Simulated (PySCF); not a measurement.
Computed IR spectrum (relative IR intensity) of a molecule C5H4O. The structure is a stationary point at PBE-D3(BJ)/def2-SVP. Other conformers were not sampled. Method: PBE-D3(BJ)/def2-SVP (PySCF). No scaling factor is applied to the harmonic values.

ν (cm⁻¹): 633 (m), 824 (m), 1041 (vw), 1100 (m), 1249 (vw), 1301 (m), 1768 (vs), 3143 (w), 3153 (vw) (against the strongest line: vs over 80 %, s over 45 %, m over 15 %, w over 4 %, vw less)

Question: Which structure fits?
(A) C#CC1=COC1
(B) O=C1C=CC=C1
(C) C#CC1=CCO1
(D) C#C[C@@H]1C=CO1

Answer: B, O=C1C=CC=C1
